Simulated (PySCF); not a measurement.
# Worked example: dipole moment from atomic charges

Cl2FHOSi, SMILES Cl[Si](Cl)(O)F. Atoms are numbered in the order given.

```xyz
6

O     -1.5712    -0.8520    -0.5040
Si    -0.2439    -0.1672     0.1576
F     -0.2324    -0.3650     1.7558
Cl     1.3899    -1.0957    -0.6195
Cl    -0.1839     1.8526    -0.1811
H     -2.4256    -0.4243    -0.3660
```
Charge 0, spin multiplicity 1.

Coordinates come from a B3LYP-D3(BJ)/def2-SVP optimisation. Other conformers were not sampled.

Charges (e) from PySCF with HF/def2-TZVP:

```csv
atom,ESP fit,IAO
O1,-0.583,-0.843
Si2,0.517,1.681
F3,-0.210,-0.579
Cl4,-0.063,-0.317
Cl5,-0.121,-0.336
H6,0.461,0.393
```

The dipole moment of the full density is 1.84 D.

**Question.** What dipole moment does each set of point charges give, and which comes closer to that of the density?

**Answer.** 
μ = Σ q r, and 1 e Å = 4.8032 D.
ESP fit: Σ q r = (-0.345, 0.136, -0.101) e Å, |μ| = 1.85 D.
IAO: Σ q r = (-0.283, 0.207, -0.213) e Å, |μ| = 1.97 D.
ESP fit comes closer in size. Point charges leave out the atoms' own dipoles (lone pairs, polarised bonds); fits to the potential absorb them, partitions of the density don't.
